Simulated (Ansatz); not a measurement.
Q: Name a neutral molecule of C, Si, Te and H with HOMO energy (PBE/def2-TZVPP) between -5.50 and -5.20 eV and size of the dipole moment (B3LYP/def2-TZVPP) between 1.05 and 1.35 D (Ansatz, PBE0-D4/def2-TZVP geometry).

A: `[SiH3]C[SiH2][TeH]` (-5.46 eV, 1.34 D); `[SiH3]C1[SiH2][Te]1` (-5.26 eV, 1.31 D). Other molecules can fit too; these were computed, each in one conformer that needn't be the lowest.

B3LYP here is the variant with VWN-RPA as its local correlation; programs differ in this.
